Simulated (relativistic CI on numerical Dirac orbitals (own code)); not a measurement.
**Sensitivity of the levels of Ce⁴²⁺ to α and to the nuclear radius**

Calculated at this level of theory: Dirac-Coulomb-Breit CI, KLI orbitals optimised for each configuration, derivatives by finite differences, unscaled Slater integrals, QED left out (own radial code, finite nucleus).

CI space (outside the closed core [Ne]): 3s2 3p4, 3s 3p5, 3s2 3p3 3d, 3p6, 3s 3p4 3d, 3p5 3d, 3p4 3d2, 3p3 3d3. Double excitations out of closed p, d and f shells are left out; levels of such configurations are missing from the list, as are those of other unlisted configurations, and high levels can miss mixing partners.

With x = (α/α₀)² − 1 an excitation energy changes as ω = ω₀ + qx; K = 2q/ω₀ is the relative enhancement. Terms are leading LS components, so labels can repeat. The field-shift factor is F = δν/δ⟨r²⟩ for the transition from the lowest level.

Lowest level 3s2 3p4 3P_2.

| Level | ω₀ (cm⁻¹) | q (cm⁻¹) | K | F (GHz/fm²) |
| --- | --- | --- | --- | --- |
| 3s2 3p4 1S_0 | 128614 | 10630 | 0.165 | -1.86 |
| 3s2 3p4 3P_1 | 863382 | 998800 | 2.31 | -48.4 |
| 3s2 3p4 1D_2 | 926588 | 995000 | 2.15 | -48.4 |
| 3s2 3p3 3d 3F°_2 | 1385299 | 56090 | 0.081 | 0.715 |
| 3s2 3p3 3d 5D°_1 | 1424787 | 88690 | 0.124 | -30.5 |
| 3s2 3p3 3d 3F°_3 | 1433446 | 65980 | 0.0921 | 9.53 |
| 3s2 3p3 3d 3P°_0 | 1435345 | 64700 | 0.0902 | 8.61 |
| 3s2 3p3 3d 3F°_4 | 1612579 | 259000 | 0.321 | 11.4 |
| 3s2 3p3 3d 3P°_2 | 1613815 | 389000 | 0.482 | -187 |
| 3s2 3p3 3d 3D°_3 | 1770654 | 286100 | 0.323 | 8.99 |
| 3s2 3p3 3d 3D°_1 | 1819510 | 338700 | 0.372 | -58.9 |
| 3s2 3p4 3P_0 | 1841548 | 1.992e+06 | 2.16 | -109 |
| 3s 3p5 3P°_2 | 1942464 | 1.017e+06 | 1.05 | -995 |

At this charge energies of transitions that change n are usually good to better than 1 %, and those within a shell (Δn = 0) to a few per cent.
